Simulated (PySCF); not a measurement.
Several molecules and their computed UV-vis stick spectra, shuffled. Level of theory: TDDFT PBE0/def2-SVPD, vertical, gas phase, core orbitals frozen in the response (PySCF 2.14.0, density-fitted response routines). Geometries: GFN2-xTB; one conformer of each isolated species. Triplets are in the Tamm–Dancoff approximation.

A. `C=C1C=C1CN`
B. `C=C(C)[C@H]1C=N1`
C. `C=CCCC#N`
D. `FC(F)(F)C(F)([SiH3])[SiH3]`
E. `C=CC[C@@H]1C=N1`

Lowest singlet levels (six at most, fewer where fewer were computed) with oscillator strengths:

1. 7.20 eV (f 0.032); 7.41 eV (f 0.301); 7.78 eV (f 0.118); 7.85 eV (f 0.009); 7.94 eV (f 0.010); 8.08 eV (f 0.016); T1 4.47 eV
2. 7.27 eV (f 0.052); 7.80 eV (f 0.048); 7.99 eV (f 0.087); 8.15 eV (f 0.005); 8.46 eV (f 0.046); 8.50 eV (f 0.105); T1 6.65 eV
3. 4.40 eV (f 0.004); 6.32 eV (f 0.000); 6.59 eV (f 0.077); 6.62 eV (f 0.395); 6.79 eV (f 0.033); 7.11 eV (f 0.001); T1 3.78 eV
4. 4.91 eV (f 0.000); 5.87 eV (f 0.005); 6.78 eV (f 0.022); 7.08 eV (f 0.020); 7.28 eV (f 0.268); 7.41 eV (f 0.049); T1 4.15 eV
5. 4.56 eV (f 0.024); 5.43 eV (f 0.001); 5.59 eV (f 0.000); 6.10 eV (f 0.026); 6.43 eV (f 0.023); 6.54 eV (f 0.002); T1 3.45 eV

Task: Match each spectrum to its molecule.

Result: 1 = C, 2 = D, 3 = B, 4 = E, 5 = A.
- A: S1 at 4.56 eV, HOMO→LUMO (98%); Löwdin shares by element: HOMO carbon 88% or more; LUMO carbon 78% or more, hydrogen 8% or more; HOMO -5.98 and LUMO -0.30 eV; point group Cs, 1 of its 6 listed states under f = 0.0005.
- B: S1 at 4.40 eV, HOMO→LUMO (93%); Löwdin shares by element: HOMO carbon 62% or more, nitrogen 16% (atoms not listed hold the other 23%); LUMO carbon 46% or more, nitrogen 36%, hydrogen 8% or more; HOMO -6.81 and LUMO -0.86 eV.
- C: S1 at 7.20 eV, HOMO→LUMO+1 (87%), HOMO→LUMO (10%); Löwdin shares by element: HOMO carbon 81% or more (atoms not listed hold the other 19%); LUMO carbon 67% or more, hydrogen 6% or more (atoms not listed hold the other 27%); HOMO -7.94 and LUMO -0.14 eV.
- D: S1 at 7.27 eV, HOMO→LUMO (77%), HOMO→LUMO+2 (10%), HOMO→LUMO+1 (9%); Löwdin shares by element: HOMO carbon 32% or more, silicon 27%, fluorine 23% or more (atoms not listed hold the other 19%); LUMO silicon 41%, carbon 14% or more, fluorine 7% or more (atoms not listed hold the other 38%); HOMO -8.95 and LUMO -0.22 eV; point group Cs.
- E: S1 at 4.91 eV, HOMO-1→LUMO (70%), HOMO→LUMO (29%); Löwdin shares by element: HOMO carbon 65% or more, nitrogen 14% (atoms not listed hold the other 21%); LUMO carbon 47% or more, nitrogen 38%, hydrogen 9% or more; HOMO -7.54 and LUMO -0.71 eV.
C and D have S1 within 0.08 eV of each other; their strongest listed levels stand at 7.41 eV (f 0.301) and 8.50 eV (f 0.105).
